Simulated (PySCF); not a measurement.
HS2, SMILES [S]S, multiplicity 2.

The structure is a stationary point at r2SCAN-D4/def2-TZVP. The isomer is the one that the SMILES or the coordinates give; other isomers of the formula were not compared.

Calculation: PBE0/def2-TZVPD (PySCF).

The molecule is in vacuum.

Estimate the frontier levels, dipole moment and polarisability. (Estimate from the structure and the level; the computed values follow.)


```yaml
"α spin, highest occupied and lowest empty level": -7.11 and -0.79 eV
"β spin, highest occupied and lowest empty level": -7.19 and -3.73 eV
dipole_moment: 1.50 D
quadrupole, principal values (traceless, Buckingham form, about the centre of nuclear charge): -1.64, -1.42, 3.05 D·Å
mean_static_polarisability: 43.7 bohr³ (6.47 Å³)
polarisability_principal_values: 33.3, 37.1, 60.6 bohr³
"⟨S²⟩": 0.756 (pure state 0.75)
```
